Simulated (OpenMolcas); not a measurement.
# Fe7+, Ru7+, Os7+: d down the group

- Program: OpenMolcas 26.06
- Method: SS-RASPT2, IPEA 0.25 Eh, imaginary shift 0.1 Eh
- Basis: ANO-R2
- Scalar Hamiltonian: X2C, finite nucleus
- Spin-orbit coupling: state interaction with AMFI integrals over the reference wave functions, term energies averaged over their components

Active space for each ion: 7 electrons in 8 orbitals (RAS1 p, at most 2 holes; RAS2 d); closed shells correlated by CASPT2: Fe7+ 3s; Ru7+ 4s; Os7+ 5s.

Computed levels in cm-1 above 2D 3/2:

```csv
Level,Fe7+,Ru7+,Os7+
2D 5/2,1806,4480,14670
weight of 2D in the lowest level (%),100,100,100
```

Measured, with the error of the calculation in %. Measured levels: Fe7+ from Corliss and Sugar, J. Phys. Chem. Ref. Data 11, 135 (1982).

```
 Level         Fe7+
2D 5/2  1836 (-1.6)
```

The fine-structure level 2D 5/2 changes by a factor of 8.12 from Fe7+ to Os7+.

CASPT2 does not keep the components of a term degenerate, so their means are used; among the terms shown or strongly mixed into the levels shown the widest spread is 11 cm-1 (3d 2D, Fe7+). Active for correlation alone: 3p; no level in the range computed is led by a configuration that opens it, so any true level of that kind is missing (holds for Fe7+). Active for correlation alone: 4p; no level in the range computed is led by a configuration that opens it, so any true level of that kind is missing (holds for Ru7+). Active for correlation alone: 5p; no level in the range computed is led by a configuration that opens it, so any true level of that kind is missing (holds for Os7+). Measured partners are found by configuration, term and J. A level has none where our copy of the source lacks it or the pairing is in doubt (some pairs that miss far off the trend of their configuration count as doubtful), and it then counts in no deviation. Only configurations of the active space appear.
